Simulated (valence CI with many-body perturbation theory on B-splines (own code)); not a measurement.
# Valence orbitals of Ru28+

Calculated by configuration interaction combined with many-body perturbation theory (CI+MBPT): six valence electrons over a frozen Dirac-Fock core [Ne], radial functions for each j: 9 s, 9 p, 8 d, 6 f, 3 g, 1 h, with the one-electron correlation potential Σ1 (screened to all orders), the two-electron term Σ2, the three-electron term Σ3, Breit, model QED; selected single and double excitations, second order for the rest, scaled by the run's own slope (own B-spline code, finite nucleus).

The last digits are not significant, and no measured levels were compared; by estimate large intervals hold to a few tenths of a per cent, small ones and those within an open d or f shell to about a per cent. Among the levels kept, up to 1500 cm⁻¹ of a level comes from second order outside the variational space, and about a tenth of that is noise between levels of different J, which matters for small intervals.

These are the spectroscopic orbitals of the CI (the correlating ones are not listed), shaped by the core and the other valence electrons. h is the expectation value of the core's Dirac-Fock operator, without the valence repulsion; Σ1 is computed up to l = 3 at one energy for each symmetry, that of its lowest orbital but kept below the first core excitation, so for empty shells it is not the orbital's own correlation shift; Breit and QED include the response of the core.

```tsv
Orbital	h (hartree)	Σ1 (cm⁻¹)	Breit (cm⁻¹)	QED (cm⁻¹)	⟨r⟩ (bohr)
3s1/2	-73.891	-5979	6720	4914	0.3593
4s1/2	-39.872	-1883	2479	1857	0.6821
5s1/2	-24.887	-837	1158	880	1.112
6s1/2	-17.006	-451	639	488	1.643
3p1/2	-71.1	-7432	10990	-189	0.3457
4p1/2	-38.7	-2326	4116	-67.5	0.6775
5p1/2	-24.296	-1045	1962	-31.7	1.115
6p1/2	-16.668	-566	1093	-17.5	1.655
3p3/2	-69.855	-7010	6750	286	0.3529
4p3/2	-38.198	-2231	2499	111	0.6872
5p3/2	-24.046	-1009	1231	54.1	1.127
6p3/2	-16.526	-549	685	30.4	1.669
3d3/2	-66.231	-8437	4841	-196	0.3100
4d3/2	-36.768	-2232	1677	-65.9	0.6600
5d3/2	-23.345	-981	795	-31.1	1.111
3d5/2	-65.96	-8084	2227	-43.8	0.3120
4d5/2	-36.652	-2136	768	-8.1	0.6625
5d5/2	-23.286	-939	369	-2.6	1.114
4f5/2	-35.852	-1630	115	-18.4	0.5916
5f5/2	-22.88	-811	79.8	-10.2	1.053
4f7/2	-35.806	-1601	21.9	4.4	0.5928
5f7/2	-22.857	-795	15.2	1.3	1.054
5g7/2	-22.695		1.7	-3.5	0.9402
5g9/2	-22.682		0.1	2.6	0.9409
```

Among the shells of the start configuration 3s2 3p4, Σ1 is largest in size for 3p1/2, where it is 0.048 % of h.

Lowest root of each symmetry, sizes in configuration state functions:

```json
{"J": "0", "Parity": "even", "Roots": "3", "Reference": "19", "Variational": "60407", "Second order": "497155", "Change by selected CI (cm⁻¹)": "-24857", "Change by second order (cm⁻¹)": "-22"}
{"J": "1", "Parity": "even", "Roots": "2", "Reference": "32", "Variational": "55725", "Second order": "1219352", "Change by selected CI (cm⁻¹)": "-24962", "Change by second order (cm⁻¹)": "-167"}
{"J": "2", "Parity": "even", "Roots": "3", "Reference": "47", "Variational": "52768", "Second order": "1875842", "Change by selected CI (cm⁻¹)": "-25221", "Change by second order (cm⁻¹)": "-204"}
{"J": "0", "Parity": "odd", "Roots": "5", "Reference": "32", "Variational": "59932", "Second order": "538343", "Change by selected CI (cm⁻¹)": "-24801", "Change by second order (cm⁻¹)": "-50"}
{"J": "1", "Parity": "odd", "Roots": "10", "Reference": "84", "Variational": "59989", "Second order": "1788384", "Change by selected CI (cm⁻¹)": "-21711", "Change by second order (cm⁻¹)": "-526"}
{"J": "2", "Parity": "odd", "Roots": "10", "Reference": "106", "Variational": "56029", "Second order": "3202745", "Change by selected CI (cm⁻¹)": "-18643", "Change by second order (cm⁻¹)": "-1163"}
{"J": "3", "Parity": "odd", "Roots": "8", "Reference": "98", "Variational": "53517", "Second order": "3789465", "Change by selected CI (cm⁻¹)": "-24787", "Change by second order (cm⁻¹)": "-1374"}
{"J": "4", "Parity": "odd", "Roots": "5", "Reference": "69", "Variational": "54577", "Second order": "3222660", "Change by selected CI (cm⁻¹)": "-24988", "Change by second order (cm⁻¹)": "-1103"}
{"J": "5", "Parity": "odd", "Roots": "1", "Reference": "38", "Variational": "56980", "Second order": "1766814", "Change by selected CI (cm⁻¹)": "-29294", "Change by second order (cm⁻¹)": "-684"}
```
